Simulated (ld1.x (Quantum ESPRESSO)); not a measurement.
The numbers below are computed, except where a source is named.
**Potentials for sulfur compared**

Generated with ld1.x 7.5 (TM, RRKJ, ultrasoft, PAW), atompaw 4.2 or ONCVPSP 4.0.1. The cutoff is in Ry: for ld1.x and atompaw files where the sum of valence levels is converged to 10 mRy in a Bessel basis, for ONCV files where the hardest occupied wave has 1 mHa per electron of residual kinetic energy. The error is the largest all-electron minus pseudo excitation energy over each file’s own four to seven test configurations (ionisations up to +4, promotions, holes and added fractions of an electron), all of which were solved. The labels leave out finer settings (local radius, basis sizes, second energies), which also bear on the numbers. Spin-polarised tests are not counted. The rows are a selection from randomly drawn settings: files with unsolved tests, undetermined cutoffs or missed reference levels are left out.

| potential | cutoff (Ry) | largest error (meV) | bound ghosts |
| --- | --- | --- | --- |
| PAW, PBE, non-relativistic, rc 1.35/1.75 (sp), local smoothed, core correction yes, reference 3s2 3p3 | 21 | -20 | none |
| PAW, PBE, scalar-relativistic, rc 0.95/0.80/0.90 (spd), local d, core correction yes, reference 2s2 2p6 3s2 3p2 | 230 | -1.1 | none |
| PAW, BP86, scalar-relativistic, rc 1.40/1.30/1.00 (spd), local smoothed, core correction yes, reference 3s2 3p1 | 18 | -21 | none |
| TM, PBE, scalar-relativistic, rc 1.15/1.50 (sp), local smoothed, core correction yes, reference 3s2 3p2 | 55 | +136 | none |
| PAW, LDA (PZ), non-relativistic, rc 0.70/0.75/0.80 (spd), local smoothed, core correction yes, reference 2s2 2p6 3s1.5 3p4.5 | 260 | +19 | none |
| ultrasoft, BLYP, non-relativistic, rc 1.30/1.60 (sp), local smoothed, core correction yes, reference 3s2 3p4 | 21 | +29 | none |

Q: Fill in the row for S: TM semilocal, LDA (PZ), non-relativistic, rc 1.00/1.45 (sp), local s, core correction no, reference 3s2 3p2.5.

A: cutoff 90 Ry, largest error +344 meV, bound ghosts: none.

Q: Fill in the row for S: ultrasoft, LDA (PZ), scalar-relativistic, rc 1.55/1.85/1.95 (spd), local smoothed, core correction yes, reference 3s2 3p4.

A: cutoff 18 Ry, largest error +187 meV, bound ghosts: none.

Q: Fill in the row for S: PAW, PBE, scalar-relativistic, rc 1.35/1.65/1.30 (spd), local smoothed, core correction yes, reference 3s2 3p4.

A: cutoff 21 Ry, largest error -101 meV, bound ghosts: none.
